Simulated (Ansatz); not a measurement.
Isolated molecules relaxed with PBE0-D4/def2-TZVP in Ansatz; ΔE leaves out vibrations. CCSD(T)/CBS adds triple-zeta CCSD(T) − MP2 to the extrapolated MP2 energy (def2 sets, frozen cores). Functionals use def2-TZVPP. B3LYP here is the variant with VWN-RPA as its local correlation; programs differ in this. For Ge outer-core shells are correlated without core-valence functions, which leaves a few kJ/mol of doubt a bond. Scalar relativity is left out up to krypton. Each species was taken in one conformer, which may not be the lowest.

Reaction (ligand exchange at the Si–O bond): `F[SiH2]O[SiH](F)F` + `[SH][GeH3]` → `F[SiH](F)[S][GeH3]` + `O[SiH2]F`

```tsv
level	ΔE (kJ/mol)	difference from CCSD(T)/CBS
PBE-D4	47.3	-18.1
r2SCAN-D4	60.6	-4.8
PBE0-D4	54.7	-10.7
B3LYP-D4	66.6	1.2
ωB97X-V	63.0	-2.4
ωB97M-V	62.5	-2.9
B2PLYP	70.0	4.6
PBE	50.0	-15.4
r2SCAN	61.0	-4.4
PBE0	57.0	-8.4
B3LYP	71.3	5.9
HF/def2-TZVPP	92.7	27.3
MP2/def2-TZVPP	63.9	-1.5
SCS-MP2/def2-TZVPP	70.6	5.2
CCSD/def2-TZVPP	73.8	8.4
CCSD(T)/def2-TZVPP	68.8	3.4
HF/def2-QZVPP	95.8	30.4
MP2/def2-QZVPP	63.0	-2.4
SCS-MP2/def2-QZVPP	69.8	4.4
HF/CBS(def2)	96.2	30.8
MP2/CBS(def2)	60.5	-4.9
CCSD/CBS(def2)	70.4	5.0
CCSD(T)/CBS	65.4	0
```

Largest T1 diagnostic among the species: 0.012.

In def2-TZVPP, CCSD(T) changes the Hartree–Fock value by −23.8 kJ/mol (the triples alone add −5.0 kJ/mol) and MP2 by −28.8 kJ/mol. The D4 term adds −4.7 kJ/mol with B3LYP and −2.3 kJ/mol with PBE0; it sums over pairs of atoms, weighted by their polarisabilities, and B3LYP, whose exchange is more repulsive, gets the larger term.
